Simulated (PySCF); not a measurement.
**Working out the electron affinity of Ga**

Ga⁻ [Ar] 3d10 4s2 4p2 (3P) → Ga [Ar] 3d10 4s2 4p1 (2P). Calculation: PySCF 2.14, in aug-cc-pVDZ-DK; the spin-free X2C one-electron Hamiltonian (Gaussian nucleus). Frozen: [Ar] 3d10. Energies in hartree (1 hartree = 27.21139 eV):

```csv
part,Ga⁻ (lower),Ga (upper)
UHF,-1942.082429,-1942.084707
CCSD correlation,-0.054501,-0.043501
(T),-0.001501,-0.000555
```

What does Hartree-Fock give?

(-1942.084707) − (-1942.082429) = -0.002278 hartree = -0.062 eV.

What do CCSD and CCSD(T) give?

The CCSD correlation energies differ by 0.011000 hartree = 0.299 eV and the triples by 0.000946 hartree = 0.026 eV, so CCSD gives 0.237 eV and CCSD(T) 0.263 eV.

A first-order spin-orbit estimate adds -0.025 eV to CCSD(T) (valence), giving 0.238 eV against 0.301 eV (measured; photodetachment measurements, as compiled on the Wikipedia data page of electron affinities).

A double-zeta basis recovers only part of the correlation energy.

What remains against the reference includes basis incompleteness, the frozen core and higher excitations.
